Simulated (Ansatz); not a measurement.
`CCB(C)N` + H–F → `CB(N)F` + ethane at 700 K and 1 bar (ligand exchange at a B–C bond).

Isolated molecules relaxed with PBE0-D4/def2-TZVP in Ansatz; ΔE leaves out vibrations. CBS: MP2 limit from def2 TZ/QZ plus the TZ coupled-cluster correction, frozen cores. This one scheme is used for every species. One conformer a species, not always the lowest.

```
  species  CCSD(T)/CBS energy (Eh)  H − E (kJ/mol)  S (J/(mol·K))
`CCB(C)N`               -199.74658           441.6          482.9
      H–F               -100.39570            45.2          198.5
 `CB(N)F`               -220.47660           246.7          387.6
     `CC`                -79.71954           238.1          289.3
```

H − E and S are ideal-gas, rigid-rotor, harmonic terms from PBE0-D4/def2-TZVP, for one conformer and one mirror image of each species. 1 Eh = 2625.50 kJ/mol, R = 8.31446 J/(mol·K).

Task: By hand: ΔE, ΔH, ΔS and ΔG.

Result: ΔE = (-220.47660) + (-79.71954) − (-199.74658) − (-100.39570) = -0.05386 Eh = -141.4 kJ/mol. Δ(H − E) = 246.7 + 238.1 − 441.6 − 45.2 = -2.0, so ΔH = -143.4 kJ/mol. ΔS = 387.6 + 289.3 − 482.9 − 198.5 = -4.5 J/(mol·K). ΔG = -143.4 − 700 × (-4.5)/1000 = -140.2 kJ/mol.

Task: By hand: the equilibrium constant, and the temperature at which ΔG would vanish if ΔH and ΔS stayed fixed.

Result: log₁₀ K = −ΔG/(RT ln 10) = 10.5. ΔG = 0 at ΔH/ΔS = 31867 K, far beyond where these terms or the molecules hold.

The number of gas molecules stays the same, so ΔS is small and ΔH decides. A doubt of 5 kJ/mol in ΔE shifts log₁₀ K by 0.4 here. Other conformers and mirror images would add mixing entropy, several J/(mol·K) or more a flexible species. Modes under 60 cm⁻¹, often nearly free rotors, make the harmonic entropy too high. These are equilibria of isolated gas molecules and say nothing of rates. Largest T1 diagnostic: 0.011 (customary marks: 0.02 for closed shells, 0.045 for open ones).
